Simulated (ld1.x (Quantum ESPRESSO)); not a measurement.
# vanadium: one change to a TM semilocal potential, before and after

vanadium, norm-conserving Troullier–Martins (semilocal form), made with ld1.x (Quantum ESPRESSO) 7.5 (LDA (PZ), scalar-relativistic). Core [Ne], reference 3s2 3p6 3d3 4s0 4p0 (charge +2). Waves: 3s (bound): rc 1.20 bohr; 3p (bound): rc 0.95 bohr; 3d (bound): rc 2.05 bohr. Local part: the d channel. Core correction: Bessel-smoothed model core, default radius (core density twice the valence density).

All-electron outer shells of the reference configuration (LDA (PZ), scalar-relativistic, ld1.x):

```tsv
shell	level (eV)	outermost node (bohr)	outermost maximum (bohr)
2p	-519.37	–	0.21
3s	-86.45	0.38	0.82
3p	-60.57	0.35	0.84
3d	-21.59	–	0.88
4s	-17.89	1.16	2.43
4p	-12.94	1.27	2.86
```

Change: all radii but the core radius scaled by about 1.37 (s 1.64, p 1.30, d 2.80 bohr).

Cutoffs: the cutoffs (Ry, on a coarse ladder) from which the occupation-weighted sum of valence levels, in a spherical-Bessel basis at the reference potential, stays within 10 and 1 mRy of its value at 400 Ry; they do not see the model core or the augmentation charge, which bear on the density cutoff. Errors are all-electron minus pseudo energies relative to the spin-unpolarised reference configuration.

Task: Predict the effect on cutoff, ghosts and configuration errors.

Result: The potential gets softer (100 Ry and 180 Ry → 45 Ry and 90 Ry); of the 9 tests that both files solve, the error grows in 8 and shrinks in 1 by more than 15 % and 0.3 meV (median size 214.0 → 1043.8 meV); neither file shows a bound ghost at the reference potential, the only one tested. A larger radius leaves more room for a smooth pseudo-wave, so fewer plane waves are needed. A semilocal file is local in each channel, so a ghost entry of none says nothing of the separable form that plane-wave codes build from it.

```csv
quantity,base,changed
"cutoff, loose",100 Ry,45 Ry
"cutoff, tight",180 Ry,90 Ry
loose cutoff by channel (10 mRy a level),"s 55 Ry, p 70 Ry, d 50 Ry","s 30 Ry, p 40 Ry, d 30 Ry"
bound ghosts,none,none
"error for 3s2 3p6 3d3 4s2 4p0, meV [ΔE -22.49 eV]",+363,+1683
"error for 3s2 3p6 3d3 4s1 4p0, meV [ΔE -14.55 eV]",+240,+1121
"error for 3s2 3p6 3d2 4s0 4p0, meV [ΔE 29.16 eV]",+78,+352
"error for 3s2 3p5 3d3 4s2 4p0, meV [ΔE 28.40 eV]",+591,+3046
"error for 3s2 3p6 3d3.5 4s1.5 4p0, meV [ΔE -22.46 eV]",+214,+1044
"error for 3s2 3p6 3d4 4s0 4p0, meV [ΔE -15.11 eV]",-23,-9.1
"error for 3s2 3p6 3d4 4s1 4p0, meV [ΔE -21.95 eV]",+99,+549
"error for 3s2 3p6 3d3 4s0 4p0 (spin-polarised), meV [ΔE -1.84 eV]",+135,+236
"error for 3s2 3p6 3d3 4s2 4p0 (spin-polarised), meV [ΔE -24.11 eV]",+470,+1842
```

Changed file: These tests converged, but a pseudo level misses the all-electron one widely, so the file describes the atom poorly there or has found another state: 3s2 3p6 3d3 4s2 4p0: 3d by 1.1 eV.
